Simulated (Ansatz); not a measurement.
Ansatz (a program for electronic structure) input (SVWN5/def2-TZVP):

Ansatz 0.2 input:
```yaml
crystal:
  periodic: [false, false, false]
  atoms:
    - {symbol: C, position_ang: [-0.00000000, -0.00000000, -0.63123353]}
    - {symbol: N, position_ang: [0.00000000, 0.00000000, 0.54105731]}
basis:
  gaussian:
    orbitals: def2-TZVP
hamiltonian:
  xc: {name: SVWN5}
total_charge: 1
relax: {f_tol: 0.003, max_steps: 100}
```

End of the output:

```
the calculation of the forces begins
reference -2487.29292570 eV, -91.4063290719 hartree; 6, 6 occupied and 56, 56 virtual orbitals, 335 factors
relax step   1: F+E_penalty+E_count = -2487.29290621 eV  Δ(F+E_penalty+E_count) = +0.000e0 eV  max|allowed force component| = 1.077e-1 eV/Å  Δτ_max = 0.0000 Å  (82 SCF iters, accepted)
these checks for a lower state are left out or cut short: starts, cluster_reference, orbital_swaps, neighbouring_geometries, increment
integrals: 0.01 GiB planned
335 factors; their error is unknown
mean field: 0.09 GiB planned
mean field -2487.29296105 eV, -91.4063303707 hartree, gradient 1.1e-5 eV, S^2 0.000000; 0 other end points of the search recorded, 0 dependent functions left out
the calculation of the forces begins
reference -2487.29298053 eV, -91.4063310869 hartree; 6, 6 occupied and 56, 56 virtual orbitals, 335 factors
relax step   2: F+E_penalty+E_count = -2487.29296105 eV  Δ(F+E_penalty+E_count) = -5.483e-5 eV  max|allowed force component| = 5.597e-3 eV/Å  Δτ_max = 0.0005 Å  (22 SCF iters, accepted)
these checks for a lower state are left out or cut short: starts, cluster_reference, orbital_swaps, neighbouring_geometries, increment
integrals: 0.01 GiB planned
335 factors; their error is unknown
mean field: 0.09 GiB planned
mean field -2487.29296119 eV, -91.4063303762 hartree, gradient 2.4e-5 eV, S^2 0.000000; 0 other end points of the search recorded, 0 dependent functions left out
the calculation of the forces begins
reference -2487.29298068 eV, -91.4063310924 hartree; 6, 6 occupied and 56, 56 virtual orbitals, 335 factors
relax step   3: F+E_penalty+E_count = -2487.29296119 eV  Δ(F+E_penalty+E_count) = -1.494e-7 eV  max|allowed force component| = 1.697e-5 eV/Å  Δτ_max = 0.0000 Å  (17 SCF iters, accepted)
integrals: 0.01 GiB planned
335 factors; their error is unknown
mean field: 0.09 GiB planned
mean field evaluation 64: about -2487.2930 eV, gradient 1.1e-2 eV
mean field -2487.29296119 eV, -91.4063303762 hartree, gradient 2.7e-5 eV, S^2 0.000000; 4 other end points of the search recorded, 0 dependent functions left out
the calculation of the forces begins
reference -2487.29298068 eV, -91.4063310924 hartree; 6, 6 occupied and 56, 56 virtual orbitals, 335 factors
Total energy: -2487.29298068 eV, -91.4063310924 hartree
Atom 0 at    -0.000000    -0.000000    -0.631745 Å, force    -0.000000     0.000000    -0.000017 eV/Å
Atom 1 at     0.000000     0.000000     0.541568 Å, force     0.000000    -0.000000     0.000017 eV/Å
Dipole moment:    -0.000000    -0.000000    -0.387278 e Å
```

This is an excited singlet: at this geometry the triplet lies 1.06 eV lower at wB97M-V/def2-TZVPD.
